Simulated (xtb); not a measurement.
Li2 (SMILES [Li][Li]), singlet, from a rough starting geometry (GFN-xTB shapes and energies of metal compounds can be far from the true ones); xtb with GFN2-xTB.

Input for xtb:
```
$ xtb mol.xyz --gfn 2 --opt vtight --json

# file mol.xyz
2

Li     0.04646160    -0.07706672    -1.12769915
Li    -0.02483235     0.07635039     1.20746975
```

The log (banner, timings and long lists left out):

```
   ID    Z sym.   atoms
    1    3 Li     1, 2

           -------------------------------------------------
          |                Calculation Setup                |
           -------------------------------------------------

           -------------------------------------------------
          |                 G F N 2 - x T B                 |
           -------------------------------------------------

          ...................................................
          :                      SETUP                      :
          :.................................................:
          :  # basis functions                   8          :
          :  # atomic orbitals                   8          :
          :  # shells                            4          :
          :  # electrons                         2          :
          :  max. iterations                   250          :
          :  Hamiltonian                  GFN2-xTB          :
          :  restarted?                      false          :
          :  GBSA solvation                  false          :
          :  PC potential                    false          :
          :  electronic temp.          300.0000000     K    :
          :  accuracy                    1.0000000          :
          :  -> integral cutoff          0.2500000E+02      :
          :  -> integral neglect         0.1000000E-07      :
          :  -> SCF convergence          0.1000000E-05 Eh   :
          :  -> wf. convergence          0.1000000E-03 e    :
          :  Broyden damping             0.4000000          :
          :  net charge                          0          :
          :  unpaired electrons                  0          :
          ...................................................

 iter      E             dE          RMSdq      gap      omega  full diag
   1     -0.4931496 -0.493150E+00  0.339E+01    1.80       0.0  T
   2     -0.4951368 -0.198727E-02  0.218E+01    2.24       1.0  T
   3     -0.4962127 -0.107589E-02  0.981E-01    2.72       1.0  T
   4     -0.4962118  0.885460E-06  0.594E-01    2.73       1.0  T
   5     -0.4962127 -0.906104E-06  0.382E-02    2.74       1.9  T
   6     -0.4962128 -0.371347E-08  0.206E-03    2.74      34.4  T
   7     -0.4962128 -0.208086E-10  0.651E-04    2.74     108.6  T
   8     -0.4962128 -0.171119E-11  0.204E-07    2.74  100000.0  T

   *** convergence criteria satisfied after 8 iterations ***

         :::::::::::::::::::::::::::::::::::::::::::::::::::::
         ::                     SUMMARY                     ::
         :::::::::::::::::::::::::::::::::::::::::::::::::::::
         :: total energy              -0.491706179459 Eh    ::
         :: gradient norm              0.002151937306 Eh/a0 ::
         :: HOMO-LUMO gap              2.739656039549 eV    ::
         ::.................................................::
         :: SCC energy                -0.496212752168 Eh    ::
         :: -> isotropic ES            0.000190096106 Eh    ::
         :: -> anisotropic ES          0.006826535536 Eh    ::
         :: -> anisotropic XC         -0.027639332014 Eh    ::
         :: -> dispersion             -0.000212897781 Eh    ::
         :: repulsion energy           0.004506572709 Eh    ::
         :: add. restraining           0.000000000000 Eh    ::
         :: total charge               0.000000000000 e     ::
         :::::::::::::::::::::::::::::::::::::::::::::::::::::

      -----------------------------------------------------------
     |                   =====================                   |
     |                        A N C O P T                        |
     |                   =====================                   |
     |               Approximate Normal Coordinate               |
     |                Rational Function Optimizer                |
      -----------------------------------------------------------
      -----------------------------------------------------------
[...]
 * total energy  :    -0.4917062 Eh     change       -0.1665335E-15 Eh
 * total energy  :    -0.4917632 Eh     change       -0.5699123E-04 Eh
 * total energy  :    -0.4917662 Eh     change       -0.3016782E-05 Eh
 * total energy  :    -0.4917676 Eh     change       -0.1368422E-05 Eh
 * total energy  :    -0.4917676 Eh     change       -0.1369108E-09 Eh
   *** GEOMETRY OPTIMIZATION CONVERGED AFTER 5 ITERATIONS ***
[...]

   *** convergence criteria satisfied after 3 iterations ***

         :::::::::::::::::::::::::::::::::::::::::::::::::::::
         ::                     SUMMARY                     ::
         :::::::::::::::::::::::::::::::::::::::::::::::::::::
         :: total energy              -0.491767556027 Eh    ::
         :: gradient norm              0.000000018460 Eh/a0 ::
         :: HOMO-LUMO gap              2.740700151605 eV    ::
         ::.................................................::
         :: SCC energy                -0.496936632920 Eh    ::
         :: -> isotropic ES            0.000176983412 Eh    ::
         :: -> anisotropic ES          0.006571370094 Eh    ::
         :: -> anisotropic XC         -0.027095181494 Eh    ::
         :: -> dispersion             -0.000212960788 Eh    ::
         :: repulsion energy           0.005169076892 Eh    ::
         :: add. restraining           0.000000000000 Eh    ::
         :: total charge              -0.000000000000 e     ::
         :::::::::::::::::::::::::::::::::::::::::::::::::::::

           -------------------------------------------------
          |                Property Printout                |
           -------------------------------------------------

    * Orbital Energies and Occupations

         #    Occupation            Energy/Eh            Energy/eV
      -------------------------------------------------------------
         1        2.0000           -0.2450063              -6.6670 (HOMO)
         2                         -0.1442875              -3.9263 (LUMO)
         3                         -0.1442875              -3.9263
         4                         -0.1306763              -3.5559
         5                          0.0944622               2.5704
         6                          0.2152244               5.8566
         7                          0.2152244               5.8566
         8                          2.6823107              72.9894
      -------------------------------------------------------------
                  HL-Gap            0.1007189 Eh            2.7407 eV
             Fermi-level           -0.1946469 Eh           -5.2966 eV

     #   Z          covCN         q      C6AA      α(0)
     1   3 Li       0.979     0.000    48.992    21.350
     2   3 Li       0.979    -0.000    48.992    21.350

 Mol. C6AA /au·bohr⁶  :        195.969369
 Mol. C8AA /au·bohr⁸  :      14814.747872
 Mol. α(0) /au        :         42.699532

Wiberg/Mayer (AO) data.
largest (>0.10) Wiberg bond orders for each atom

 ---------------------------------------------------------------------------
     #   Z sym  total        # sym  WBO       # sym  WBO       # sym  WBO
 ---------------------------------------------------------------------------
     1   3 Li   1.000 --     2 Li   1.000
     2   3 Li   1.000 --     1 Li   1.000
 ---------------------------------------------------------------------------

Topologies differ in total number of bonds
Writing topology from bond orders to xtbtopo.mol

molecular dipole:
                 x           y           z       tot (Debye)
 q only:        0.000      -0.000      -0.000
   full:        0.000      -0.000       0.000       0.000
molecular quadrupole (traceless):
                xx          xy          yy          xz          yz          zz
 q only:        0.000      -0.000       0.000      -0.000      -0.000      -0.000
  q+dip:       -7.635      -0.046      -7.558      -0.698       1.501      15.193
   full:       -5.073      -0.030      -5.022      -0.464       0.998      10.096

optimized geometry written to: xtbopt.xyz

           -------------------------------------------------
          | TOTAL ENERGY               -0.491767556027 Eh   |
          | GRADIENT NORM               0.000000018460 Eh/α |
          | HOMO-LUMO GAP               2.740700151605 eV   |
           -------------------------------------------------

normal termination of xtb
```
